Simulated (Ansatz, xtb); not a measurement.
# Relative energy of two isomers of C4H8BrClSi

We compare a, `ClC[C@@H]1CC[Si@H]1Br`, a singlet, with b, `Cl[C@@H]1CC[Si@@H](Br)C1`, a singlet. Both are isolated molecules in the gas phase, relaxed with PBE0-D3(BJ)/def2-SVP; the shapes shown needn't be the lowest conformers.

a (Å):

```xyz
15

C     0.1029   -1.1830   -0.7665
C    -0.6905   -0.5986    0.3634
C    -0.2818   -0.9567    1.8195
C    -1.6524   -0.8784    2.5461
Br   -4.2243   -0.1551    0.1719
Cl    1.8162   -0.6256   -0.7369
Si   -2.4045   -1.2391    0.8616
H     0.1394   -2.2809   -0.7179
H    -0.3047   -0.8897   -1.7435
H    -0.7496    0.4989    0.2628
H     0.1107   -1.9875    1.8499
H     0.5026   -0.3039    2.2329
H    -1.8768    0.1504    2.8678
H    -1.8035   -1.5586    3.3947
H    -2.6097   -2.6871    0.5648
```

b (Å):

```yaml
atoms:
  - { symbol: C, position_ang: [0.0442, -0.2306, 1.1242] }
  - { symbol: C, position_ang: [-1.0557, -0.5918, 2.1224] }
  - { symbol: C, position_ang: [-2.3027, -1.0187, 1.3313] }
  - { symbol: C, position_ang: [0.2094, -1.3707, 0.1270] }
  - { symbol: Br, position_ang: [-2.3803, -0.9955, -2.0853] }
  - { symbol: Cl, position_ang: [1.5783, 0.1544, 1.9780] }
  - { symbol: Si, position_ang: [-1.5821, -1.8805, -0.1929] }
  - { symbol: H, position_ang: [-0.2287, 0.6947, 0.5923] }
  - { symbol: H, position_ang: [-1.2536, 0.2496, 2.8035] }
  - { symbol: H, position_ang: [-0.6875, -1.4256, 2.7438] }
  - { symbol: H, position_ang: [-2.8814, -0.1416, 0.9988] }
  - { symbol: H, position_ang: [-2.9836, -1.6491, 1.9219] }
  - { symbol: H, position_ang: [-1.7983, -3.3511, -0.2820] }
  - { symbol: H, position_ang: [0.7268, -2.2134, 0.6180] }
  - { symbol: H, position_ang: [0.7918, -1.0878, -0.7601] }
```

Question: Estimate which is lower in electronic energy at CCSD(T)/def2-SVP + ΔMP2/def2-TZVPP, and by roughly how much.

Answer: The CCSD(T)/def2-SVP + ΔMP2/def2-TZVPP calculation puts structure b lower, by 18.5 kcal/mol.

The same difference at several levels:

| level | geometry | E(b) − E(a) (kcal/mol) | departure from the last row (kcal/mol) | job, with rough time for the two |
| --- | --- | --- | --- | --- |
| GFN2-xTB | GFN2-xTB | −18.1 | +0.4 | optimisation, 0.38 s |
| HF/STO-3G | GFN2-xTB | −26.6 | −8.1 | single point, 0.68 s |
| r2SCAN-D4/def2-SVP | GFN2-xTB | −21.1 | −2.6 | single point, 6.9 s |
| PBE0-D3(BJ)/def2-SVP | PBE0-D3(BJ)/def2-SVP | −18.7 | −0.3 | optimisation, 83 s |
| HF/def2-SVP | PBE0-D3(BJ)/def2-SVP | −19.0 | −0.5 | part of the CCSD(T) run |
| MP2/def2-SVP | PBE0-D3(BJ)/def2-SVP | −19.6 | −1.1 | part of the CCSD(T) run |
| CCSD(T)/def2-SVP | PBE0-D3(BJ)/def2-SVP | −19.1 | −0.6 | single point |
| CCSD(T)/def2-SVP + ΔMP2/def2-TZVPP | PBE0-D3(BJ)/def2-SVP | −18.5 |  | single point, 2.8 min |

As drawn, both hold the same kinds of bond in the same numbers. Structure a has a 4-membered ring, b a 5-membered ring.

The levels shown agree on the order. The largest departure from CCSD(T)/def2-SVP + ΔMP2/def2-TZVPP is that of HF/STO-3G, 8.1 kcal/mol. The last row adds to CCSD(T) the change of the MP2 difference between the two basis sets, here +0.6 kcal/mol.

With thermal terms from frequencies at re-optimised GFN2-xTB minima (ideal gas, soft modes damped towards free rotors, one conformer each, 298.15 K, 1 atm): the zero-point term adds +0.6 kcal/mol; ΔH is −18.2 and ΔG −17.0 kcal/mol.

The correlated steps freeze 23 core orbitals; the filled d shell of Br is correlated, in a basis made for valence electrons. Run with Ansatz 0.2.0, xtb 6.7.1; the last row on 4 threads of Arm Neoverse V1 on a shared host.
